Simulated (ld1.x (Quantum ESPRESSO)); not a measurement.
# Which change was made? (Ti, RRKJ)

```
Element                 : titanium
Generator               : ld1.x (Quantum ESPRESSO) 7.5
Type                    : norm-conserving RRKJ (Kleinman–Bylander form)
Functional              : PBEsol
Relativity              : scalar-relativistic
Frozen core             : [Ne] 3s2
Valence charge          : 10
Reference configuration : 3p6 3d2 4s0 4p0 (charge +2)
Partial waves           : 3p (bound): rc 1.80 bohr; 3d (bound): rc 2.25 bohr; 4s (bound, empty): rc 2.05 bohr
Local potential         : the s channel
Core correction         : none
rho0                    : 0.01
```

Cutoffs, loose and tight: the cutoffs (Ry, on a coarse ladder) from which the occupation-weighted sum of valence levels, in a spherical-Bessel basis at the reference potential, stays within 10 and 1 mRy of its value at 400 Ry. They do not see the model core or the augmentation charge, which bear on the density cutoff. Test errors are all-electron minus pseudo excitation energies from the reference, over the configurations 3p6 3d2 4s2 4p0; 3p6 3d2 4s1 4p0; 3p6 3d1 4s0 4p0; 3p6 3d2 4s1.5 4p0; 3p6 3d1 4s2 4p1; 3p6 3d3 4s0 4p0; 3p6 3d0 4s0 4p0; variants that change the core or the reference have their own tests.

The base gives: outcome: generated; cutoff, loose: 35 Ry; cutoff, tight: 45 Ry; bound ghosts: none; largest test error (meV): +1266.

Problem. After one change the result is: outcome: failed: compute_phi: phi has nodes before r_c. Which change was it?
A. reference 3p6 3d2 4s1.5 4p0
B. wave 3p (bound): rc 1.80 bohr becomes 3p (bound): rc 1.24 bohr
C. wave 3d (bound): rc 2.25 bohr becomes 3d (bound): rc 3.16 bohr
D. all radii scaled by about 0.91 (s 1.86, p 1.64, d 2.04 bohr)
E. local potential all-electron potential smoothed inside 1.55 bohr (lloc = -1)

Solution. E. The others give: wave 3d (bound): rc 2.25 bohr becomes 3d (bound): rc 3.16 bohr → outcome: generated; cutoff, loose: 35 Ry; cutoff, tight: 45 Ry; bound ghosts: none; largest test error (meV): +5377 | reference 3p6 3d2 4s1.5 4p0 → outcome: generated; cutoff, loose: 35 Ry; cutoff, tight: 50 Ry; bound ghosts: none; largest test error (meV): -784 | all radii scaled by about 0.91 (s 1.86, p 1.64, d 2.04 bohr) → outcome: generated; cutoff, loose: 40 Ry; cutoff, tight: 50 Ry; bound ghosts: none; largest test error (meV): +635 | wave 3p (bound): rc 1.80 bohr becomes 3p (bound): rc 1.24 bohr → outcome: generated; cutoff, loose: 80 Ry; cutoff, tight: 100 Ry; bound ghosts: none; largest test error (meV): +1291.
